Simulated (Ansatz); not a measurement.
The same group exchange along the group O, Se, Te.

Isolated molecules relaxed with PBE0-D4/def2-TZVP in Ansatz; ΔE leaves out vibrations. CCSD(T)/CBS adds triple-zeta CCSD(T) − MP2 to the extrapolated MP2 energy (def2 sets, frozen cores). Functionals use def2-TZVPP. Elements past krypton have def2 core potentials. For Ga, Se, Te outer-core shells are correlated without core-valence functions, which leaves a few kJ/mol of doubt a bond. Scalar relativity is left out up to krypton. Each species was taken in one conformer, which may not be the lowest.

```tsv
reaction	B2PLYP (kJ/mol)	PBE0-D4 (kJ/mol)	ωB97X-V (kJ/mol)	CCSD(T)/CBS(def2) (kJ/mol)
`C=C(C)O` + `[CH3][GaH][CH3]` → `[CH3][Ga]([CH3])[OH]` + `C=CC`	-126	-111	-116	-130
`C=C(C)[SeH]` + `[CH3][GaH][CH3]` → `[CH3][Ga]([CH3])[SeH]` + `C=CC`	-162	-160	-157	-162
`C=C(C)[TeH]` + `[CH3][GaH][CH3]` → `[CH3][Ga]([CH3])[TeH]` + `C=CC`	-163	-164	-158	-161
```

Largest T1 diagnostic: 0.013, for `[CH3][Ga]([CH3])[OH]`.
